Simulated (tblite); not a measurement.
Compound: CH11PSSi3.
Atom-mapped SMILES: `[CH3:1][S:2][Si@@H:3]([SiH3:4])[SiH2:5][PH2:6]` (hydrogens: H7, H8, H9 on C1; H10 on Si3; H11, H12, H13 on Si4; H14, H15 on Si5; H16, H17 on P6)

Geometry (GFN2-xTB, Å), atoms numbered from 1 in this order:
```
atom  x, y, z in Å
C1     3.1799   -0.0973   -0.3648
S2     1.7508   -0.6555   -1.3356
Si3    0.1927   -0.3745    0.1458
Si4    0.1290    1.8410    0.9018
Si5   -1.6909   -1.3092   -0.8334
P6    -3.3044   -0.7992    0.6354
H7     4.0590   -0.2344   -0.9854
H8     3.2636   -0.6984    0.5352
H9     3.0617    0.9518   -0.1103
H10    0.6685   -1.2356    1.2496
H11    0.5102    2.8041   -0.1362
H12   -1.2347    2.1506    1.3315
H13    1.0237    2.0847    2.0386
H14   -2.0324   -0.7995   -2.1692
H15   -1.7348   -2.7730   -0.9442
H16   -4.3313   -1.3165   -0.1187
H17   -3.5176    0.4731    0.1500
```

Method: GFN2-xTB as coded in tblite; computed harmonic values from a numerical Hessian at the method's own geometry, unscaled. This tight-binding method is rough: wavenumbers can miss measured ones by several per cent, in bad cases by 10 to 20. Modes of hydrogen on phosphorus and silicon can be 10 to 20 % off. One conformer, not necessarily the lowest.

Harmonic wavenumbers (cm⁻¹): 26.1, 47.0, 54.6, 58.7, 91.7, 105.5, 115.6, 125.7, 144.7, 192.6, 330.9, 361.3, 422.8, 430.1, 470.8, 503.9, 511.9, 521.5, 568.8, 613.4, 654.2, 674.4, 701.6, 728.1, 769.3, 793.9, 795.5, 811.5, 947.9, 955.8, 1156.9, 1323.1, 1453.5, 1459.1, 2091.7, 2181.1, 2198.0, 2223.8, 2233.9, 2258.6, 2342.5, 2440.4, 3022.3, 3030.0, 3057.5.

A = 1736, B = 656.8, C = 504.1 MHz; mass 169.963 u (most abundant isotopes); point group C1, symmetry number 1.

Question: Zero-point energy?

Answer: ½Σν̃ = 23001 cm⁻¹ = 275.15 kJ/mol.

Question: Entropy at 298.15 K, 1 bar (ideal gas, RRHO, classical rotation)?

Answer: Translation 172.90, rotation 128.46, vibration 202.62: S = 504.0 J/(mol K).

Question: And Cp and H(298.15 K) − H(0)?

Answer: Cp = 200.69 J/(mol K), of which vibrations give 167.43 (their classical limit is 45 R = 374.2); H(298.15 K) − H(0) = 38.56 kJ/mol without the zero-point energy, 28.64 from vibrations.

Question: Blend soft modes into free rotors: weight 1/[1 + (100 cm⁻¹/ν̃)⁴] for the oscillator and the rest for a rotor with moment μB/(μ + B), μ = h/(8π²ν), B = 10⁻⁴⁴ kg m². What vibrational entropy results?

Answer: 176.59 J/(mol K) in place of 202.62, which changes −T·S at 298.15 K by +7.76 kJ/mol.

Question: Which modes carry the vibrational entropy at 298.15 K?

Answer: 26.1 cm⁻¹: 25.55; 47.0 cm⁻¹: 20.67; 54.6 cm⁻¹: 19.43; 58.7 cm⁻¹: 18.83; 91.7 cm⁻¹: 15.16; 105.5 cm⁻¹: 14.02 J/(mol K); the other 39 give 88.97 together.

Hindered rotation and anharmonicity are outside this model. Other conformers, if any are populated, would add a mixing term that is left out. The structure is chiral; the term R ln 2 for an equal mix with its mirror image is left out.
